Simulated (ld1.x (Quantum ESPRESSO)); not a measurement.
**B (Z = 5): one change to an RRKJ potential, before and after**

B (Z = 5), norm-conserving RRKJ (Kleinman–Bylander form), made with ld1.x (Quantum ESPRESSO) 7.5 (LDA (PZ), scalar-relativistic). Core [He], reference 2s2 2p1. Waves: 2p (bound): rc 3.25 bohr; 3d channel at 0.05 Ry: rc 2.60 bohr; 2s (bound): rc 1.20 bohr. Local part: the s channel. Core correction: a·sin(br)/r model core inside 0.70 bohr.

Change: functional PBE.

Cutoffs: the cutoffs (Ry, on a coarse ladder) from which the occupation-weighted sum of valence levels, in a spherical-Bessel basis at the reference potential, stays within 10 and 1 mRy of its value at 400 Ry; they do not see the model core or the augmentation charge, which bear on the density cutoff. Errors are all-electron minus pseudo energies relative to the spin-unpolarised reference configuration.

Question: Predict the effect on cutoff, ghosts and configuration errors.

Answer: The potential gets neither clearly harder nor softer (21 Ry and 55 Ry → 21 Ry and 55 Ry); the number of tests with a reliable result goes from 9 to 7; of the 7 tests that both files solve, the error grows in 2 and shrinks in 0 by more than 15 % and 0.3 meV (median size 72.6 → 82.3 meV); neither file shows a bound ghost.

| quantity | base | changed |
| --- | --- | --- |
| cutoff, loose | 21 Ry | 21 Ry |
| cutoff, tight | 55 Ry | 55 Ry |
| bound ghosts | none | none |
| error for 2s2 2p0, meV [ΔE 8.33 → 8.22 eV] | +154 | +155 |
| error for 2s1 2p0, meV [ΔE 33.63 → 33.64 eV] | +453 | +462 |
| error for 2s2 2p0.5, meV [ΔE 2.94 → 2.89 eV] | +23 | +23 |
| error for 2s2 2p1.3, meV [ΔE -0.77 → -0.74 eV] | +2.4 | +2.1 |
| error for 2s1 2p2, meV [ΔE 5.69 → 5.85 eV] | -28 | -33 |
| error for 2s1 2p1, meV [ΔE 14.28 → 14.36 eV] | -73 | -82 |
| error for 2s0 2p3, meV [ΔE 11.40 → 11.72 eV] | -109 | -131 |
| s: phases at 3.57 bohr within 0.05 rad from the reference energy up to (Ry; the scan ends near 5) | 3.9 | 3.9 |
| p: phases at 3.57 bohr within 0.05 rad from the reference energy up to (Ry; the scan ends near 5) | 0.5 | 0.5 |
| d: phases at 3.57 bohr within 0.05 rad from the reference energy up to (Ry; the scan ends near 5) | 2.7 | 2.7 |
